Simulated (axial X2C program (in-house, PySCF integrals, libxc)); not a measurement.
## Working with the constants of LiPt⁺

A bond curve at the CCSD(T) level, 2c, was computed with an in-house relativistic program for diatomic molecules (basis Pt dyall-cv3z [13s14p9d6f4g], Li dyall-cv3z [7s8p2d] (cores contracted in-house)) for the state Ω = 3 (⟨Sz⟩ = 0.99, ⟨Lz⟩ = 2.01 at HF). Its fit gives Re = 2.5539 Å, ωe = 326.0 cm⁻¹, ωexe = 3.59 cm⁻¹ and αe = 5.247e-03 cm⁻¹; the masses are 194.9648 and 7.0160 u. Two-component means X2C with spin–orbit coupling and atomic mean-field Coulomb and Gaunt terms.

Correlated methods: 10 electrons correlated (number of frozen shells: Pt 5 s, 4 p, 2 d, 1 f; Li 1 s), 266 virtual spin orbitals or spinors in MP2, 90 natural virtuals in coupled cluster.

Find the reduced mass, Be and the force constant.

From the CCSD(T) values: μ = 6.7723 u. Be = 16.8576/(μ Re²) = 0.3816 cm⁻¹. k = 5.8918×10⁻⁷ μ ωe² = 0.424 mdyn/Å.

Where do the fundamental and the first overtone lie?

ν(1←0) = ωe − 2ωexe = 318.8 cm⁻¹; ν(2←0) = 2ωe − 6ωexe = 630.5 cm⁻¹.

A Morse curve ties αe to the other constants (Pekeris). How well does that hold?

αe(Morse) = 6Be²/ωe × (√(ωexe/Be) − 1) = 5.541e-03 cm⁻¹; the CCSD(T) curve gives 5.247e-03 cm⁻¹, a ratio of 1.06.

Estimate De from a Morse curve and compare with the computed well depth of 0.964 eV to Pt + Li+.

De(Morse) = ωe²/(4ωexe) = 0.918 eV against 0.964 eV computed, a ratio of 0.95. For De the Morse form works well here.

Estimate the centrifugal constant by the Kratzer relation.

D = 4Be³/ωe² = 2.09e-06 cm⁻¹.

Occupations by symmetry block were frozen at the best pattern of an incomplete PBE0 search. Dissociation energies refer to the lowest single-determinant-based atoms at the same level and basis. CCSD and (T) use frozen natural virtuals with an MP2 correction for the truncation; (T) itself is uncorrected, so its De runs slightly low. Other states lie close and PBE0, whose exact exchange favours high spin, may order them wrongly; the determinant shown need not be the ground state. The nearest other 2c determinant of the search, Ω = 2, lies 0.33 eV up at the distance of the search. With several unpaired electrons one determinant need not be a pure state.
